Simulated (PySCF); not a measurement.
ClGa, charge +1, doublet, geometry from GFN2-xTB (such geometries of metal compounds can be far from the true shape) (a state made from the parent by changing its charge; the spin is typed, not shown lowest).

The PySCF input:
```python
from pyscf import gto, scf, dft

mol = gto.Mole()
mol.atom = '''
    Ga   -0.000000   -0.000000   -0.770799
    Cl    0.000000    0.000000    1.405574
'''
mol.basis = 'def2-tzvp'
mol.charge = 1
mol.spin = 1
mol.verbose = 4
mol.build()

mf = dft.UKS(mol)
mf.xc = 'pbe0'
mf.kernel()
```

**Question.** What total energy does PBE0/def2-TZVP in PySCF give?

**Answer.** -2384.369060 Ha

**Question.** Predict the <S^2> from PBE0/def2-TZVP.

**Answer.** 0.757

**Question.** What HOMO energy does PBE0/def2-TZVP give?

**Answer.** -15.37 eV

**Question.** Estimate the Mulliken (on the basis functions themselves) charges in atom order that PBE0/def2-TZVP returns for this input.

**Answer.** Ga1 0.96, Cl2 0.04

**Question.** What number of basis functions does PBE0/def2-TZVP give?

**Answer.** 85

These values belong to the state on which the SCF converged, which isn't shown to be the lowest.
